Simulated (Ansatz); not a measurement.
The cluster Al₃Si, relaxed as a doublet with UKS PBE0-D4/def2-TZVP in Ansatz, starting from the GFN1-xTB geometry. Force threshold 0.02 eV/Å.

Another isomer (doublet) lies 0.07 eV lower at PBE0-D4/def2-TZVP; other spin states weren't run for this one.

Start:

Cartesian coordinates in Å:
```
Al 0.988 -0.950 0.426
Al 0.504 0.754 -0.215
Al -2.390 0.725 -0.541
Si 0.898 -0.529 0.330
```

```
step  energy (eV)  largest force component (eV/Å)  SCF passes
   1  -26883.7152                        3589.237          89
   2  -27524.3172                         435.052          87
   3  -27566.2194                         212.775          61
   4  -27595.0245                          99.249          44
   5  -27618.2563                          55.474          41
   6  -27630.5801                          46.316          41
   7  -27633.4164                          50.149          44
   8  -27634.9193                          38.090          42
   9  -27636.6147                          28.705          34
  10  -27648.4977                          12.352          35
  11  -27652.5410                           5.419          36
  12  -27653.8216                           1.680          44
  13  -27654.1878                           0.880          42
  14  -27654.2929                           0.505          41
  15  -27654.3769                           0.127          36
  16  -27654.3800                           0.039          35
  17  -27654.3810                           0.004          34
```

Force components are those of the run's own axes.

End:

```xyz
4

Al   -0.1294   -1.5874    0.2732
Al    0.2673    1.5712   -0.2668
Al   -1.9062    0.2125   -0.1574
Si    1.7683   -0.1962    0.1510
```

Bonds lost: Al1–Al2 (atoms count from 1). Bonds formed: Al1–Al3 (atoms count from 1).

No frequencies were taken in this run, so the end may be a saddle point.

It took 29 s on 4 threads of Intel Xeon 6975P-C on a shared host.
